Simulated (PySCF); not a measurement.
Two species compared at the same levels of theory.

First species: C₂H₉NSi₂.
SMILES: `[SiH3]/C=C\[SiH2]N`

Second species: C4H13OPSi2.
SMILES: `C=C(C)[Si@@](C)(P)O[SiH3]`

Levels: PBE0/pcSseg-1 for dipole moment, HOMO energy, LUMO energy and HOMO–LUMO gap; GFN2-xTB for rotational constant A and rotational constant C. Geometries: GFN2-xTB. All species are isolated and taken at one optimised geometry, non-relativistic unless stated. Electronic properties by PySCF.

Dipoles, sizes and rotational constants follow the conformer. The torsions of the flexible species, by atom-mapped SMILES:
- `[NH2:1][SiH2:2]/[CH:3]=[CH:4]\[SiH3:5]`: N1–Si2–C3–C4 176°, H–N1–Si2–C3 -68°, H–N1–Si2–C3 71°
- `[CH2:1]=[C:2]([CH3:3])[Si@@:4]([CH3:5])([PH2:6])[O:7][SiH3:8]`: C1–C2–Si4–C5 119°, C2–Si4–O7–Si8 94°, H–P6–Si4–C2 -53°, H–P6–Si4–C2 40°

Values for the first species:

| Quantity | Value |
| --- | --- |
| Dipole moment | 1.71 D |
| HOMO energy | -7.25 eV |
| LUMO energy | -0.78 eV |
| HOMO–LUMO gap | 6.47 eV |
| Rotational constant A | 8.474 GHz |
| Rotational constant C | 1.138 GHz |

(1) Estimate the same properties for the second species, and the change in each.

## Answers

(1) 
| property | first | second | second less first |
| --- | --- | --- | --- |
| dipole moment | 1.71 D | 1.61 D | -0.10 D |
| HOMO energy | -7.25 eV | -7.06 eV | +0.19 eV |
| LUMO energy | -0.78 eV | -0.13 eV | +0.65 eV |
| HOMO–LUMO gap | 6.47 eV | 6.93 eV | +0.46 eV |
| rotational constant A | 8.474 GHz | 1.242 GHz | -7.232 GHz |
| rotational constant C | 1.138 GHz | 0.670 GHz | -0.468 GHz |

On the first: The dipole matches unit charges of opposite sign 0.36 Å apart (1 e·Å = 4.8032 D).

On the second: The dipole matches unit charges of opposite sign 0.34 Å apart (1 e·Å = 4.8032 D). A dipole of 1.61 D is allowed in C1, and pure rotational transitions are dipole-allowed.
